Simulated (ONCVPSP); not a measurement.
# Configuration tests for La (Z = 57) (ONCV)

- Element: La
- Generator: ONCVPSP 4.0.1
- Type: optimised norm-conserving Vanderbilt (ONCV)
- Functional: PBE
- Relativity: scalar-relativistic
- Frozen core: [Kr] 4d10
- Valence charge: 11
- Reference configuration: 5s2 5p6 5d1 6s2
- Partial waves: 5s+6s: rc 2.50 bohr, ncon 4, nbas 8, qcut 5.6 1/bohr, 2 projectors; 5p: rc 2.45 bohr, ncon 3, nbas 7, qcut 6.2 1/bohr, 2 projectors, debl 3.7 Ha; 5d: rc 2.65 bohr, ncon 4, nbas 7, qcut 3.4 1/bohr, 2 projectors, debl 2.3 Ha; f scattering state at 0.33 Ha: rc 2.65 bohr, ncon 3, nbas 6, qcut 4.1 1/bohr, 2 projectors, debl 0.6 Ha
- Local potential: polynomial inside 1.95 bohr (lpopt 5, dvloc0 0 Ha)
- Core correction: Teter function fitted to the true core (icmod 2), fcfact 0.55

In the f channel the program set the typed energies aside and used -0.160, 0.440 Ha.

Energies are relative to the spin-unpolarised reference configuration 5s2 5p6 5d1 6s2; without spin polarisation the order of configurations can differ from experiment.

```
valence configuration  charge  ΔE all-electron (eV)  error AE − PS (meV)
      5s2 5p6 5d0 6s0      +3                35.804                 +3.7
  5s2 5p6 5d1 6s1 6p1       0                 2.378                 +2.4
```

What are ΔE and the potential's error for 5s2 5p6 5d1 6s0?

ΔE = 16.854 eV all-electron; the error (AE − PS) is -5.4 meV.

What are ΔE and the potential's error for 5s2 5p6 5d1 6s1?

ΔE = 5.966 eV all-electron; the error (AE − PS) is -1.4 meV.

Note: no bound ghost flagged; GHOST(+) flagged for s at 100.7 eV.
